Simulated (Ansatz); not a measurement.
Consider the formal exchange of groups at the In–B bond: `[OH][InH][B](Cl)Cl` + `C[SiH3]` → `[OH][InH][CH2][SiH3]` + `ClBCl`.

Isolated molecules relaxed with PBE0-D4/def2-TZVP in Ansatz; ΔE leaves out vibrations. CCSD(T)/CBS adds triple-zeta CCSD(T) − MP2 to the extrapolated MP2 energy (def2 sets, frozen cores). This one scheme is used for every species. Functionals use def2-TZVPP. HSE06 is defined as in plane-wave codes. def2 core potentials past Kr. For In outer-core shells are correlated without core-valence functions, which leaves a few kJ/mol of doubt a bond. Each species was taken in one conformer, which may not be the lowest.

`[OH][InH][B](Cl)Cl`:

Z-matrix (Å, degrees):
```
In
B 1 2.260
O 1 1.995 2 115.5
H 1 1.709 2 134.8 3 -179.9
Cl 2 1.747 1 121.1 3 91.1
Cl 2 1.746 1 121.1 3 -88.1
H 3 0.959 1 113.8 2 0.2
```

`C[SiH3]`:

```xyz
8

C     0.452    0.280    0.832
Si   -0.404   -0.251   -0.744
H     0.874   -0.581    1.353
H    -0.251    0.775    1.507
H     1.264    0.978    0.616
H     0.554   -0.927   -1.661
H    -0.977    0.925   -1.454
H    -1.512   -1.200   -0.448
```

`[OH][InH][CH2][SiH3]`:

Z-matrix (Å, degrees):
```
C
In 1 2.154
Si 1 1.861 2 112.6
H 1 1.095 2 106.6 3 -120.1
H 1 1.092 2 108.9 3 123.9
O 2 1.994 1 113.4 3 47.2
H 2 1.706 1 133.8 3 -133.0
H 3 1.490 1 109.9 2 -59.7
H 3 1.489 1 112.9 2 179.8
H 3 1.490 1 110.4 2 58.9
H 6 0.960 2 113.3 1 -2.4
```

`ClBCl`:

Cartesian coordinates in Å:
```
Cl -1.542 0.498 0.415
B 0.008 -0.115 -0.065
Cl 1.458 0.763 0.298
H 0.076 -1.146 -0.648
```

| level | ΔE (kcal/mol) | difference from CCSD(T)/CBS |
| --- | --- | --- |
| LDA (SPW92) | 2.1 | 2.6 |
| PBE-D4 | 2.3 | 2.8 |
| BHLYP-D4 | 0.1 | 0.6 |
| ωB97X-V | 0.3 | 0.8 |
| B2PLYP | 0.4 | 0.9 |
| PBE-QIDH | 0.1 | 0.6 |
| BLYP | 2.3 | 2.8 |
| r2SCANh | 0.9 | 1.4 |
| HSE06 | 1.6 | 2.1 |
| CAM-B3LYP | 0.7 | 1.2 |
| LC-ωPBE | 0.7 | 1.2 |
| HF/def2-SVP | -0.4 | 0.1 |
| CCSD(T)/def2-SVP | -0.1 | 0.4 |
| CCSD/def2-TZVPP | -0.5 | 0.0 |
| CCSD(T)/def2-TZVPP | -0.5 | 0.0 |
| HF/CBS(def2) | -0.9 | -0.4 |
| CCSD(T)/CBS | -0.5 | 0 |

Task: What do rigid-rotor, harmonic-oscillator terms from PBE0-D4/def2-TZVP frequencies (298.15 K, 1 bar) make of the CCSD(T)/CBS value? (Best estimate.)

Result: Computed: ΔZPE = -0.8 kcal/mol, ΔH = -1.6 kcal/mol, ΔS = 0 J/(mol·K), ΔG = -1.6 kcal/mol. Modes under 50 cm⁻¹ make the entropy rough.

Largest T1 diagnostic among the species: 0.016.

From PBE to PBE0 (25 % exact exchange), in def2-TZVPP and without D4, ΔE moves by −1.0 kcal/mol. Leaving LDA and LC-ωPBE aside and taking each functional with its dispersion term where it has one, the values spread over 2.3 kcal/mol, from PBE-QIDH to PBE-D4.
